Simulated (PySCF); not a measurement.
System: trihydroxy(methoxy)silane, CH6O4Si (charge 0, singlet). SMILES: [Si](O)(O)(OC)O
Structure (B3LYP-D3(BJ)/def2-TZVP (Ansatz) minimum search):
```
Si
O 1 1.6271
C 2 1.4221 1 124.75
H 3 1.0896 2 107.89 1 -173.66
H 3 1.0920 4 109.19 2 -120.75
H 3 1.0932 4 108.86 5 -118.90
O 1 1.6353 2 106.66 3 48.80
H 7 0.9601 1 117.40 2 -161.01
O 1 1.6356 2 106.72 3 172.53
H 9 0.9604 1 117.18 2 -36.89
O 1 1.6374 2 115.32 3 -69.07
H 11 0.9605 1 117.01 2 -81.73
```

Dispersion corrections to the total energy (kcal/mol) from the dftd3 and dftd4 libraries through PySCF: D3(BJ) without and D4 with the three-body term, each with the damping fitted for the functional named.

```tsv
functional	D3(BJ)	D4
BHLYP	-7.25	-6.86
BLYP	-11.22	-12.94
B2PLYP	(withheld)	-4.08
r2SCAN	(withheld)	-1.47
PW6B95	-2.72	-5.11
B2GP-PLYP	-3.49	-2.46
PBE	(withheld)	-5.85
```

Task: What belongs in the gaps?

Result: 
- B2PLYP, D3(BJ): -4.31
- r2SCAN, D3(BJ): -1.52
- PBE, D3(BJ): -5.29
